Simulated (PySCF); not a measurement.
These 3 structures share the formula C5H4ClNO. Theory: PySCF, PBE0-D3(BJ)/def2-SVP geometry optimisation, gas phase. Energies are electronic, without zero-point or thermal terms, for one conformer each. No frequencies were run at this level. Point groups hold within 0.08 Å.

Problem. Order them by energy at this level, lowest first, and give relative energies in kcal/mol.
A. `[OH:1][c:2]1[cH:3][cH:4][cH:5][c:6]([Cl:7])[n:8]1` with H–O1–C2–C3 180° (6-chloro-2-hydroxypyridine)
B. `[OH:1][c:2]1[cH:3][cH:4][c:5]([Cl:6])[cH:7][n:8]1` with H–O1–C2–C3 180° (5-chloro-2-hydroxypyridine)
C. `[O-][n+]1ccccc1Cl` (2-chloropyridine-N-oxide)

Solution. A (0.0), B (3.2), C (52.9).

As drawn, the lowest has an O–H bond, which the highest lacks; the highest has an N–O linkage, which the lowest lacks.

```tsv
SMILES	E (Eh)	E rel (kcal/mol)	dipole (D)	point group	A, B, C (MHz)
Oc1cccc(Cl)n1	-782.24153	0.0	1.64	Cs	3429, 1289, 936.9
Oc1ccc(Cl)cn1	-782.23650	3.2	0.77	Cs	5815, 1007, 858.6
[O-][n+]1ccccc1Cl	-782.15717	52.9	4.18	Cs	3229, 1601, 1070
```

Problem. As an exercise, what shares would exp(−E/RT) give at 500 K from these electronic energies alone (no entropy, no degeneracies)?

Solution. RT = 0.994 kcal/mol: Oc1cccc(Cl)n1 96.0 %, Oc1ccc(Cl)cn1 4.0 %, [O-][n+]1ccccc1Cl under 0.1 %.
